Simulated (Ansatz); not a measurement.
The cluster Ge₂S₄⁻. Total charge -1; doublet. Geometry PBE-D4/def2-SVPD, basis def2-TZVPD, Ansatz.

Cartesian coordinates in Å:
```
Ge 0.044 0.858 -1.086
Ge 1.369 -1.584 1.406
S 0.986 -1.363 -0.760
S -1.215 1.116 -2.795
S -1.236 0.916 0.905
S 0.052 0.057 2.331
```

```
run  HOMO (eV)  LUMO (eV)
  A      -1.39       0.32
  B      -0.58      -0.04
  C      -1.02       0.05
  D      -1.73       0.59
  E      -1.94       0.72
  F      -0.75      -0.12
```

Another isomer (doublet) lies 0.73 eV lower at PBE0-D4/def2-TZVPD; other spin states weren't run for this one.

HOMO and LUMO are taken over both spins.

The runs used BLYP, PBE, PBE0, r2SCAN, r2SCAN0, r2SCANh. Estimate which is which.

A r2SCANh (10 % exact exchange); B BLYP (0 % exact exchange); C r2SCAN (0 % exact exchange); D PBE0 (25 % exact exchange); E r2SCAN0 (25 % exact exchange); F PBE (0 % exact exchange). Exact exchange lowers occupied and raises empty levels; among semilocal functionals meta-GGAs tend to open the gap a little, and such runs are hard to tell apart. The gap grows from 0.54 eV (BLYP) to 2.66 eV (r2SCAN0).
